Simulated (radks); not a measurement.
Values are calculated unless marked as measured or tabulated.
Valence configurations of Pd I (all share [Kr]). Code: a radial shooting solver on a logarithmic mesh with Libxc functionals. Model: scalar-relativistic Kohn-Sham, r2SCAN, spin-polarised, spherical densities, finite nucleus; open shells are filled with parallel spins first (spin-orbit coupling, left out, can overturn this in heavy ions); meta-GGA in the generalised Kohn-Sham scheme; Fermi nuclear charge, rms radius 4.5318 fm. Energies are relative to 4d10; eigenvalues in eV for spin up.

| valence | E (eV) | moment (Bohr magnetons) | e(4d) | e(5p) | e(5s) |
|---|---|---|---|---|---|
| 4d10 | 0.000 | 0 | -4.022 | - | - |
| 4d9.5 5s0.5 | 0.561 | 1 | -5.636 | - | -3.953 |
| 4d9 5s1 | 1.159 | 2 | -7.283 | - | -4.982 |
| 4d9.5 5p0.5 | 2.265 | 1 | -6.709 | -1.120 | - |
| 4d9 5s0.5 5p0.5 | 3.165 | 2 | -8.237 | -1.429 | -5.363 |
| 4d8 5s2 | 4.376 | 2 | -10.868 | - | -5.841 |
| 4d9 5p1 | 5.125 | 2 | -9.110 | -1.880 | - |
| 4d8 5p2 | 12.474 | 4 | -13.781 | -3.257 | - |
| 4d6 5p4 | 36.556 | 6 | -23.879 | -5.550 | - |

NIST lists [Kr] 4d10 as the ground configuration; this level of theory agrees among the configurations tried. The energies are those of spherical high-spin densities, not of single terms.
